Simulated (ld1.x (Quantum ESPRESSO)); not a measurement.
# u(r) = r·R(r): atom against pseudo-atom (carbon (C))

Columns: radius, all-electron u(r) and pseudo u(r) of the 2s shell (level -13.64 eV) of carbon in the configuration [He] 2s2 2p2; LDA (PZ), scalar-relativistic, ultrasoft scheme, ld1.x (Quantum ESPRESSO) 7.5.

| r (bohr) | all-electron | pseudo |
| --- | --- | --- |
| 0.115 | 0.3452 | -0.1483 |
| 0.230 | 0.2763 | -0.2907 |
| 0.345 | 0.0685 | -0.4222 |
| 0.460 | -0.1623 | -0.5381 |
| 0.575 | -0.3686 | -0.6355 |
| 0.690 | -0.5342 | -0.7126 |
| 0.805 | -0.6568 | -0.7690 |
| 0.920 | -0.7400 | -0.8057 |
| 1.035 | -0.7896 | -0.8246 |
| 1.150 | -0.8122 | -0.8282 |
| 1.265 | -0.8137 | -0.8194 |
| 1.380 | -0.7994 | -0.8006 |
| 1.495 | -0.7737 | -0.7737 |
| 1.610 | -0.7401 | -0.7401 |
| 1.725 | -0.7014 | -0.7014 |
| 1.840 | -0.6596 | -0.6596 |
| 1.955 | -0.6165 | -0.6165 |
| 2.070 | -0.5732 | -0.5732 |
| 2.185 | -0.5306 | -0.5306 |
| 2.300 | -0.4894 | -0.4894 |
| 2.415 | -0.4499 | -0.4499 |
| 2.530 | -0.4124 | -0.4124 |
| 2.645 | -0.3772 | -0.3772 |
| 2.760 | -0.3442 | -0.3442 |
| 2.875 | -0.3135 | -0.3135 |
| 2.990 | -0.2850 | -0.2850 |

Problem. How many radial nodes do the two functions have?

Solution. The all-electron 2s function has n − l − 1 = 1; the pseudo-wave has 0, since the states of the same l below it are removed with the core.

Problem. At about which radius was the pseudo-wave matched?

Solution. 1.55 bohr, where the columns begin to agree (steps of 0.12 bohr).

Problem. Where does each function peak?

Solution. Outermost all-electron maximum near 1.26 bohr, pseudo maximum near 1.15 bohr (to the table’s step).

Problem. Is the pseudo-wave norm-conserving?

Solution. No, it belongs to an ultrasoft set: the norm inside the radius is not constrained, and the difference is carried by the augmentation charge.
